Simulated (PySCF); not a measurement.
## Static response to an electric field

C2H2O4Si.
Numbering: `[O:1]=[C:2]1[O:3][SiH2:4][O:5][C:6]1=[O:7]` (hydrogens: H8, H9 on Si4)

Structure used (GFN2-xTB), in Å, numbered top down from 1:
```xyz
9
C2H2O4Si angstrom
O      2.043   -1.324   -0.393
C      1.052   -0.695   -0.209
O     -0.189   -1.160   -0.394
Si    -1.372   -0.049   -0.053
O     -0.301    1.142    0.372
C      0.981    0.770    0.277
O      1.908    1.470    0.530
H     -2.024    0.331   -1.287
H     -2.085   -0.479    1.131
```

Level: wB97X-D/def2-SVPD (PySCF), static field, nuclei fixed, core orbitals frozen in the response. The polarisability tensor in these axes (au):

```
x   69.87  0.56  0.86
y    0.56 51.46  3.31
z    0.86  3.31 42.60
```

**Question.** What are the eigenvalues, a third of the trace, and Δα (Δα² = ½Σ(αi − αj)² over the three pairs)?

**Answer.** Principal values 41.49, 52.52 and 69.93 au; mean 54.65 au = 8.10 Å³ = 9.01 × 10⁻⁴⁰ C²·m²/J; Δα = 24.83 au (45 % of the mean).

**Question.** What is the dipole moment, and where does it point?

**Answer.** (-5.72, -0.21, -0.21) D, 5.73 D in size, pointing from the negative to the positive side. Measured along this direction, the outermost atoms are O7 and O1 at the negative end and H9 and H8 at the positive end.

**Question.** What would n − 1 = 2πNα be for an ideal gas of these molecules at 500 K and 1 atm, electronic part alone?

**Answer.** N = p/kT = 1.4678 × 10¹⁹ cm⁻³, so n − 1 = 2π × N × 8.10 × 10⁻²⁴ cm³ = 747 × 10⁻⁶ at long wavelengths, for an ideal gas.

**Question.** What depolarisation ratio follows for Rayleigh scattering of linearly polarised light, taking the static tensor?

**Answer.** ρ = 3Δα²/(45ᾱ² + 4Δα²) = 1849.9/(134374 + 2466.5) = 0.0135.

**Question.** What are the principal values of the traceless quadrupole moment, Θ = ½Σq(3rr − r²1), about the centre of nuclear charge?

**Answer.** -9.12, 1.71, 7.41 D·Å. The values depend on the origin, since the dipole doesn't vanish. The electronic extent ⟨r²⟩ about the same centre is 732 bohr², a root-mean-square distance of 1.85 Å for the 60 electrons.

**Question.** In TDDFT the mean static polarisability is Σ f/ω² over all singlet excitations (ω in hartree). How much of it do the 8 lowest give? Their energies (eV) and oscillator strengths: 4.38, 0.0000; 5.29, 0.0000; 7.27, 0.0482; 7.28, 0.1830; 7.49, 0.0054; 7.78, 0.0106; 7.85, 0.0000; 7.91, 0.0000.

**Answer.** They add up to 3.44 au, 6.3 % of the 54.65 au; the largest single term is 2.56 au, from the state at 7.28 eV. Terms in order: 0.00, 0.00, 0.68, 2.56, 0.07, 0.13, 0.00, 0.00 au. Higher excitations give the rest. The strengths listed sum to 0.247.

Isolated species at its GFN2-xTB geometry, gas phase.
